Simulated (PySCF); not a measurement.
Isomers of C7H10OS. Method: PySCF 2.14.0, PBE0-D3(BJ)/def2-SVP geometry optimisation, gas phase. Energies are electronic, without zero-point or thermal terms, for one conformer each. No frequencies were run at this level. Point groups hold within 0.08 Å.

Task: Rank from lowest to highest electronic energy at this level (kJ/mol).
A. `[CH3:1][CH:2]([CH3:3])[O:4][c:5]1[cH:6][cH:7][s:8][cH:9]1` with C1–C2–O4–C5 72°, C2–O4–C5–C6 13°
B. `[CH3:1][C:2](=[O:3])[C@@H:4]1[CH2:5][CH2:6][C:7](=[S:8])[CH2:9]1` with C1–C2–C4–C5 -166°, C2–C4–C5–C6 -82°, C4–C5–C6–C7 -31°, C5–C6–C7–S8 -167°, C6–C7–C9–C4 11°
C. `[CH2:1]=[CH:2][C@@H:3]1[CH:4]=[CH:5][S@@:6](=[O:7])[CH2:8][CH2:9]1` with C1–C2–C3–C4 -118°, C2–C3–C4–C5 -128°, C4–C5–S6–O7 -133°, C5–S6–C8–C9 55°, S6–C8–C9–C3 -71°

Result: B (0.0), A (28.3), C (247.4).

As drawn, the lowest has a C=O bond and a C=S bond, which the highest lacks; the highest has an S=O bond and a C=C bond outside aromatic rings, which the lowest lacks.

| SMILES | E (Eh) | E rel (kJ/mol) | dipole (D) | point group | A, B, C (MHz) |
| --- | --- | --- | --- | --- | --- |
| CC(=O)[C@@H]1CCC(=S)C1 | -745.26732 | 0.0 | 3.91 | C1 | 2496, 873.7, 796.1 |
| CC(C)Oc1ccsc1 | -745.25655 | 28.3 | 1.92 | C1 | 3890, 727.5, 669.7 |
| C=C[C@@H]1C=C[S@@](=O)CC1 | -745.17309 | 247.4 | 4.62 | C1 | 3948, 778.6, 696.1 |
